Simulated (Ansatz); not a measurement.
`CC[N]([GeH3])[SiH2]Cl` + `NC=O` → `O=C[NH][GeH3]` + `CCN[SiH2]Cl`  (ligand exchange at a Ge–N bond)

Computed with Ansatz on PBE0-D4/def2-TZVP structures; ΔE is electronic, products minus reactants. CBS: MP2 limit from def2 TZ/QZ plus the TZ coupled-cluster correction, frozen cores. This one scheme is used for every species. DFT in def2-TZVPP. For Ge outer-core shells are correlated without core-valence functions, which leaves a few kJ/mol of doubt a bond. Scalar relativity is left out up to krypton. One conformer a species, not always the lowest.

```json
{"level": "r2SCAN-D4", "ΔE (eV)": "-0.09"}
{"level": "LC-ωPBE", "ΔE (eV)": "-0.12"}
```

Q: What does CCSD(T)/CBS give? (Best estimate.)

A: The calculation gave: -0.07 eV. The listed levels differ from it by -0.02, -0.05 eV.

Largest T1 diagnostic among the species: 0.016.

Leaving LDA and LC-ωPBE aside and taking each functional with its dispersion term where it has one, the values, not all of them listed here, spread over 0.07 eV, from B2PLYP to revPBE-D4. LDA lies +0.06 eV from PBE without D4. The D4 term adds +0.10 eV with B3LYP and +0.06 eV with PBE0; it sums over pairs of atoms, weighted by their polarisabilities, and B3LYP, whose exchange is more repulsive, gets the larger term.

B3LYP here is the variant with VWN-RPA as its local correlation; programs differ in this.
